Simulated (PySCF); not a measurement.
Delta-SCF ions had no search for a lower state. Excitations are Tamm–Dancoff values on a coarser integration grid. The basis has no diffuse functions, so Rydberg states are missing or too high.

## C$_{2}$H$_{3}$NO, SMILES `[H]/N=C1\CO1` (charge 0, multiplicity 1)

All values below come from M06-2X/def2-TZVP // B3LYP-D3(BJ)/def2-TZVP (PySCF).

```
Property                                                     Result
-------------------------------------------  ----------------------
HOMO                                                       -9.44 eV
dipole moment                                                3.68 D
LUMO                                                        1.43 eV
HOMO–LUMO gap                                              10.87 eV
S1 excitation (TDA)                                         6.27 eV
S1 oscillator strength                                        0.001
brightest of the four lowest singlets (TDA)                 7.87 eV
T1 excitation (TDA)                                         5.66 eV
S1–T1 gap (TDA)                                             0.61 eV
vertical ionisation energy (Delta-SCF)                     10.72 eV
total energy                                           -207.9205 Ha
cost                                         roughly 6 core-minutes
```

```xyz
7

N      1.6659    -0.3239    -0.2155
C      0.4359    -0.3172    -0.0130
C     -0.9005     0.2022     0.1565
O     -0.4972    -1.2404     0.2320
H      2.0197     0.6169    -0.3667
H     -1.5116     0.4419    -0.7058
H     -1.2123     0.6204     1.1065
```
